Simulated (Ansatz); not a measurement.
Consider the ligand exchange at a B–S bond: `COB(S)S` + HBr → `COB(S)Br` + H₂S.

Computed with Ansatz on PBE0-D4/def2-TZVP structures; ΔE is electronic, products minus reactants. CBS: MP2 limit from def2 TZ/QZ plus the TZ coupled-cluster correction, frozen cores. This one scheme is used for every species. DFT in def2-TZVPP. B3LYP here is the variant with VWN-RPA as its local correlation; programs differ in this. For Br outer-core shells are correlated without core-valence functions, which leaves a few kJ/mol of doubt a bond. Scalar relativity is left out up to krypton. One conformer a species, not always the lowest.

| level | ΔE (kJ/mol) | difference from CCSD(T)/CBS |
| --- | --- | --- |
| PBE-D4 | -8.8 | 5.5 |
| r2SCAN-D4 | -10.2 | 4.1 |
| B3LYP-D4 | -10.9 | 3.4 |
| PBE | -9.5 | 4.8 |
| r2SCAN | -10.5 | 3.8 |
| B3LYP | -11.9 | 2.4 |
| HF/def2-TZVPP | -16.0 | -1.7 |
| MP2/def2-TZVPP | -14.9 | -0.6 |
| SCS-MP2/def2-QZVPP | -15.4 | -1.1 |
| CCSD/CBS(def2) | -15.1 | -0.8 |
| CCSD(T)/CBS | -14.3 | 0 |

Largest T1 diagnostic among the species: 0.013.
